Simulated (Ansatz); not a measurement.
Cartesian coordinates in Å:
```
C -1.397 -0.090 1.133
C -1.406 -0.533 -0.329
Al 0.272 -0.320 -1.321
Si 2.237 0.638 -0.186
H -0.656 -0.643 1.718
H -2.366 -0.238 1.617
H -1.146 0.970 1.232
H -1.699 -1.589 -0.409
H -2.184 0.004 -0.889
H 0.341 -0.768 -2.849
H 1.935 2.002 0.342
H 3.444 0.760 -1.053
H 2.625 -0.192 0.994
```

Charge 0, multiplicity 1.

**Question.** List the ωB97M-V/def2-TZVPP orbital energies in eV (Ansatz). (An estimate is asked.)

**Answer.** Ansatz gave: Occupied: -1806.37, -1531.97, -281.22, -280.89, -147.50, -116.59, -101.61, -101.61, -101.59, -76.27, -76.07, -76.03, -23.70, -19.73, -17.46, -14.80, -14.46, -13.26, -12.56, -12.08, -11.81, -11.80, -10.04, -9.23. Lowest empty: -0.12, 1.71, 1.91, 2.56, 3.04, 3.14, 3.90, 4.00.
